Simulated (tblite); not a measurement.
Species: C4H2NPS.
Numbering: `[N:1]#[C:2][c:3]1[p:4][cH:5][cH:6][s:7]1` (hydrogens: H8 on C5; H9 on C6)

All values are computed: GFN2-xTB (tblite) harmonic vibrations without scaling, gas phase. Errors from tens to a few hundred cm⁻¹ against measured bands are possible.

Harmonic wavenumbers (cm⁻¹): 122.8, 133.6, 300.7, 389.7, 402.8, 488.4, 509.4, 579.6, 606.7, 731.6, 780.2, 831.6, 856.3, 957.7, 1082.6, 1218.4, 1227.0, 1453.8, 2340.2, 3089.7, 3115.7.

A = 3300, B = 1740, C = 1139 MHz; mass 126.965 u (most abundant isotopes); point group Cs, symmetry number 1.

What is the zero-point energy?

Half the sum of the wavenumbers: 10609 cm⁻¹ = 30.33 kcal/mol.

Give the ideal-gas entropy at 298.15 K and 1 bar in the rigid-rotor, harmonic-oscillator model (classical rotation).

Translation 40.46, rotation 28.29, vibration 12.67: S = 81.4 cal/(mol K).

And Cp and H(298.15 K) − H(0)?

Cp = 24.84 cal/(mol K), of which vibrations give 16.89 (their classical limit is 21 R = 41.7); H(298.15 K) − H(0) = 4.64 kcal/mol without the zero-point energy, 2.27 from vibrations.

How do the functions run with temperature in this model?

| T (K) | S (cal/(mol K)) | Cp (cal/(mol K)) | H − H(0) (kcal/mol) | G − H(0) (kcal/mol) | ln q(vib) |
| --- | --- | --- | --- | --- | --- |
| 150 | 67.9 | 15.3 | 1.64 | -8.55 | 0.82 |
| 250 | 77.3 | 22.0 | 3.51 | -15.82 | 1.95 |
| 400 | 89.4 | 29.7 | 7.43 | -28.35 | 3.89 |
| 600 | 102.8 | 35.9 | 14.06 | -47.62 | 6.55 |
| 900 | 118.4 | 40.9 | 25.66 | -80.91 | 10.22 |

q(vib) and H(0) count from the zero-point level.

Blend soft modes into free rotors: weight 1/[1 + (100 cm⁻¹/ν̃)⁴] for the oscillator and the rest for a rotor with moment μB/(μ + B), μ = h/(8π²ν), B = 10⁻⁴⁴ kg m². What vibrational entropy results?

12.49 cal/(mol K) in place of 12.67, which changes −T·S at 298.15 K by +0.06 kcal/mol.

Which modes carry the vibrational entropy at 298.15 K?

122.8 cm⁻¹: 3.06; 133.6 cm⁻¹: 2.89; 300.7 cm⁻¹: 1.41; 389.7 cm⁻¹: 1.00; 402.8 cm⁻¹: 0.95; 488.4 cm⁻¹: 0.69 cal/(mol K); the other 15 give 2.67 together.

What must be added to the electronic energy to get the Gibbs energy at 298.15 K and 1 bar?

ZPE + [H(298.15 K) − H(0)] − T·S = 30.33 + 4.64 − 24.27 = 10.70 kcal/mol.

Hindered rotation and anharmonicity are outside this model.

Hardware: an Arm Neoverse V2 with one thread (shared host). Cost: 0.18 s of wall time. The figure is for the frequency step alone.
